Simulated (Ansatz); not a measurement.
Stepwise reaction of `C[CH2][Sn]([F])([F])[F]` with hydrogen, as a gas-phase model of exchange steps in deposition or etching. ΔE in kJ/mol.

Isolated molecules relaxed with PBE0-D4/def2-TZVP in Ansatz; ΔE leaves out vibrations. CCSD(T)/CBS adds triple-zeta CCSD(T) − MP2 to the extrapolated MP2 energy (def2 sets, frozen cores). This one scheme is used for every species. Functionals use def2-TZVPP. B3LYP here is the variant with VWN-RPA as its local correlation; programs differ in this. Elements past krypton have def2 core potentials. For Sn outer-core shells are correlated without core-valence functions, which leaves a few kJ/mol of doubt a bond. Each species was taken in one conformer, which may not be the lowest.

```csv
step,reaction,PBE-D4,B3LYP-D4,ωB97M-V,CCSD(T)/CBS
1,`C[CH2][Sn]([F])([F])[F]` + H₂ → `C[CH2][SnH]([F])[F]` + H–F,41.3,41.9,38.0,38.2
2,`C[CH2][SnH]([F])[F]` + H₂ → `C[CH2][SnH2][F]` + H–F,54.3,55.8,51.6,51.3
3,`C[CH2][SnH2][F]` + H₂ → `C[CH2][SnH3]` + H–F,46.5,49.9,45.5,44.8
```

Problem. By hand: ΔE of the 3 steps together at CCSD(T)/CBS.

Solution. (38.2) + (51.3) + (44.8) = 134.3 kJ/mol, or 44.8 kJ/mol a step.

In ΔE step 1 is the lowest and step 2 the highest. All are uphill at CCSD(T)/CBS. PBE-D4 differs from CCSD(T)/CBS by 1.7 to 3.1 kJ/mol a step. Only this route is followed, and other bonds may react first. Isolated molecules leave out the surface, adducts and barriers. Largest T1 diagnostic: 0.014.
